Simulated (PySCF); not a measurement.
# Computed properties of thionyl fluoride (F2OS), SMILES O=S(F)F

thionyl fluoride (F2OS), SMILES O=S(F)F. The structure is a stationary point at PBE0-D3(BJ)/def2-TZVP. The values are those of a single conformer. All values are computed for the isolated molecule unless a solvent is named; none is compared with measurement here.

**Structure.** The optimised structure has Cs symmetry. All 6 harmonic modes at PBE0-D3(BJ)/def2-TZVP (PySCF) are real, so it is a minimum. With heavy atoms numbered as in [O:1]=[S:2]([F:3])[F:4], the shortest bond between them is O1–S2 at 1.419 Å and the longest S2–F4 at 1.588 Å.

**Vibrations.** The strongest infrared lines (harmonic, unscaled, degenerate partners summed) lie at 760 cm⁻¹ (219 km/mol, F 57 %, S 43 %), 827 cm⁻¹ (188 km/mol, F 53 %, S 45 %), 1372 cm⁻¹ (167 km/mol, O 65 %, S 35 %). The softest mode is at 374 cm⁻¹ and the zero-point energy is 6.1 kcal/mol.

**Electronic structure.** M06-2X/def2-TZVPD (PySCF) places the frontier levels at -11.25 and -0.44 eV, a gap of 10.81 eV, and gives a dipole moment of 1.77 D and a mean polarisability of 26.0 bohr³. PBE/def2-TZVPD (PySCF) at the same geometry gives -8.23 and -2.33 eV, so its gap is 4.91 eV narrower. An orbital gap is neither the optical nor the fundamental gap.

**Excitations.** TDDFT-CAM-B3LYP/def2-SVPD (PySCF) has S1 at 6.73 eV (184 nm, f = 0.032, weak); the most intense of the 10 singlets computed lies at 9.07 eV (f = 0.11). T1 (TDA) is at 5.56 eV. TDDFT-PBE/def2-SVPD (PySCF) puts S1 at 6.46 eV. No vertical singlet excitation falls in the visible range (under 3.1 eV).

**NMR.** GIAO shifts at PBE0/pcSseg-2 (PySCF) (non-relativistic, atoms alike by connectivity averaged): ¹⁹F at 63.4 ppm against CFCl3.

**Solvation.** SMD-ωB97X/def2-SVP (PySCF) gives -1.0 kcal/mol in water, -1.2 kcal/mol in 1-octanol, -2.4 kcal/mol in ethylethanoate (1 M in both phases, gas-phase geometry); of these solvents ethylethanoate holds the molecule best.
